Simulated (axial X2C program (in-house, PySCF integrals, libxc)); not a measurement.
## What spin–orbit coupling does to LiBa⁻

Calculated with an in-house relativistic program for diatomic molecules. Spin-free means the one-electron spin-free X2C Hamiltonian; two-component (2c) means X2C with spin–orbit coupling and atomic mean-field two-electron Coulomb and Gaunt terms, so the difference of the two also holds small scalar two-electron terms. Basis: Ba dyall-av3z [15s15p10d4f], Li dyall-av3z [9s9p3d] (cores contracted in-house); Gaussian nuclei, density fitting, unrestricted open shells. Masses: Ba 137.905 u, Li 7.016 u.

Spin-free state: M_S = 0, Λ = 0 (closed shell); fragments Ba + Li- for PBE0, MP2, r2SCAN0, B3LYP; Ba- + Li for HF.

```tsv
level	Re (Å)	ωe (cm⁻¹)	De (eV)	μ (D)
PBE0	3.979	149.2	0.689	-6.25
HF	4.277	121.0	n/a	-6.18
MP2	4.070	138.2	0.539	n/a
r2SCAN0	3.989	150.1	0.696	-5.96
B3LYP	4.003	140.4	0.532	-7.16
```

Correlated methods: 12 electrons correlated (number of frozen shells: Ba 4 s, 3 p, 2 d; Li 1 s), 272 virtual spin orbitals or spinors in MP2.

Dipoles are positive if Li is the positive end and refer to the centre of mass.

Two-component determinant lowest at the distance of the search:

Ω = 0 (closed shell); fragments Ba + Li- for PBE0, MP2, r2SCAN0, B3LYP; Ba- + Li for HF.

| level | Re (Å) | ωe (cm⁻¹) | De (eV) | μ (D) |
| --- | --- | --- | --- | --- |
| PBE0 | 3.975 | 149.4 | 0.692 | -6.21 |
| HF | 4.273 | 121.1 | n/a | -6.15 |
| MP2 | 4.066 | 138.4 | 0.541 | n/a |
| r2SCAN0 | 3.985 | 150.3 | 0.698 | -5.93 |
| B3LYP | 3.999 | 140.7 | 0.534 | -7.12 |

Problem. From the two tables, how do the constants change at the MP2 level (2c against spin-free)?

Solution. At the MP2 level Re falls by 0.004 Å and ωe doesn't move by more than 0.2 cm⁻¹; De changes by 0.002 eV.

The state is one determinant whose occupation by symmetry is held fixed; it was picked as the lowest of a PBE0 search that is not exhaustive. The closed shell is kept restricted, so the energy runs too high when the bond is stretched far. De is counted from the lowest determinant-based energies of the atoms at the same level, without counterpoise correction. De is not given where an atomic determinant may have missed its ground term or J level, or where the truncated virtual space spoils (T). Other states lie close and PBE0, whose exact exchange favours high spin, may order them wrongly; the determinant shown need not be the ground state. The nearest other spin-free determinant of the search, M_S = 1, Λ = 1, lies 0.46 eV up at the distance of the search. The highest occupied level of some functionals is positive through self-interaction error; at Hartree–Fock it is bound.
